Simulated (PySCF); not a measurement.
C2H5O (SMILES CC[O]), doublet, geometry from GFN2-xTB; PySCF with CAMB3LYP/def2-SVP.

Input for PySCF:
```python
from pyscf import gto, scf, dft

mol = gto.Mole()
mol.atom = '''
    C     1.171918   -0.138615    0.233356
    C    -0.343595   -0.311089    0.153983
    O    -1.030453    0.589011   -0.500555
    H     1.620847   -0.948775    0.801442
    H     1.595240   -0.123791   -0.768607
    H     1.411591    0.810166    0.708457
    H    -0.766361   -0.421270    1.188289
    H    -0.587636   -1.330189   -0.249177
'''
mol.basis = 'def2-svp'
mol.charge = 0
mol.spin = 1
mol.verbose = 4
mol.build()

mf = dft.UKS(mol)
mf.xc = 'camb3lyp'
mf.kernel()
```

Predict the main parts of the log of this PySCF run.


```
PySCF version 2.14.0

[INPUT] verbose = 4
[INPUT] num. atoms = 8
[INPUT] num. electrons = 25
[INPUT] charge = 0
[INPUT] spin (= nelec alpha-beta = 2S) = 1
[INPUT] symmetry False subgroup None
[INPUT] Mole.unit = angstrom
[INPUT] Symbol           X                Y                Z      unit          X                Y                Z       unit  Magmom
[INPUT]  1 C      1.171918000000  -0.138615000000   0.233356000000 AA    2.214604060448  -0.261944386757   0.440978929524 Bohr   0.0
[INPUT]  2 C     -0.343595000000  -0.311089000000   0.153983000000 AA   -0.649300447770  -0.587873010365   0.290985697839 Bohr   0.0
[INPUT]  3 O     -1.030453000000   0.589011000000  -0.500555000000 AA   -1.947273954236   1.113069474356  -0.945911860282 Bohr   0.0
[INPUT]  4 H      1.620847000000  -0.948775000000   0.801442000000 AA    3.062956919823  -1.792924903834   1.514505884724 Bohr   0.0
[INPUT]  5 H      1.595240000000  -0.123791000000  -0.768607000000 AA    3.014566702951  -0.233931086686  -1.452456727424 Bohr   0.0
[INPUT]  6 H      1.411591000000   0.810166000000   0.708457000000 AA    2.667520389901   1.530991855434   1.338789701031 Bohr   0.0
[INPUT]  7 H     -0.766361000000  -0.421270000000   1.188289000000 AA   -1.448212402548  -0.796084924496   2.245540766833 Bohr   0.0
[INPUT]  8 H     -0.587636000000  -1.330189000000  -0.249177000000 AA   -1.110471100935  -2.513692903909  -0.470876286541 Bohr   0.0

nuclear repulsion = 75.1043445637744
number of shells = 33
number of NR pGTOs = 107
number of NR cGTOs = 67
basis = def2-svp
ecp = {}

******** <class 'pyscf.dft.uks.UKS'> ********
method = UKS
initial guess = minao
damping factor = 0
level_shift factor = 0
DIIS = <class 'pyscf.scf.diis.CDIIS'>
diis_start_cycle = 1
diis_space = 8
diis_damp = 0
SCF conv_tol = 1e-09
SCF conv_tol_grad = None
SCF max_cycles = 50
direct_scf = True
direct_scf_tol = 1e-13
number electrons alpha = 13  beta = 12
XC library pyscf.dft.libxc version 7.1.2
    S. Lehtola, C. Steigemann, M. J. T. Oliveira, and M. A. L. Marques,  SoftwareX 7, 1–5 (2018)
XC functionals = camb3lyp
    T. Yanai, D. P. Tew, and N. C. Handy,  Chem. Phys. Lett. 393, 51 (2004)
radial grids:
    Treutler-Ahlrichs [JCP 102, 346 (1995); DOI:10.1063/1.469408] (M4) radial grids

becke partition: Becke, JCP 88, 2547 (1988); DOI:10.1063/1.454033
pruning grids: <function nwchem_prune>
grids dens level: 3
symmetrized grids: False
atomic radii adjust function: <function treutler_atomic_radii_adjust>
small_rho_cutoff = 0
Set gradient conv threshold to 3.16228e-05
tot grids = 91360
init E= -154.325304101108

cycle= 1 E= -154.017549449312  delta_E= 0.308  |g|= 0.533  |ddm|= 1.87
cycle= 2 E= -153.905590012593  delta_E= 0.112  |g|= 0.818  |ddm|= 1.63
cycle= 3 E= -154.167976394511  delta_E= -0.262  |g|= 0.0746  |ddm|= 1.14
cycle= 4 E= -154.17289856221  delta_E= -0.00492  |g|= 0.0409  |ddm|= 0.154
cycle= 5 E= -154.174299389059  delta_E= -0.0014  |g|= 0.0133  |ddm|= 0.0628
cycle= 6 E= -154.174636920158  delta_E= -0.000338  |g|= 0.00238  |ddm|= 0.0426
cycle= 7 E= -154.174648516711  delta_E= -1.16e-05  |g|= 0.000981  |ddm|= 0.00661
cycle= 8 E= -154.174649623134  delta_E= -1.11e-06  |g|= 0.000497  |ddm|= 0.00204
cycle= 9 E= -154.174649835368  delta_E= -2.12e-07  |g|= 0.000135  |ddm|= 0.000873
cycle= 10 E= -154.174649864206  delta_E= -2.88e-08  |g|= 3.17e-05  |ddm|= 0.000393
cycle= 11 E= -154.174649865646  delta_E= -1.44e-09  |g|= 1.21e-05  |ddm|= 8.74e-05
cycle= 12 E= -154.174649865795  delta_E= -1.49e-10  |g|= 1.92e-06  |ddm|= 3.16e-05
Extra cycle  E= -154.174649865801  delta_E= -6.03e-12  |g|= 9.79e-07  |ddm|= 4.06e-06
converged SCF energy = -154.174649865801  <S^2> = 0.75426485  2S+1 = 2.0042603
```
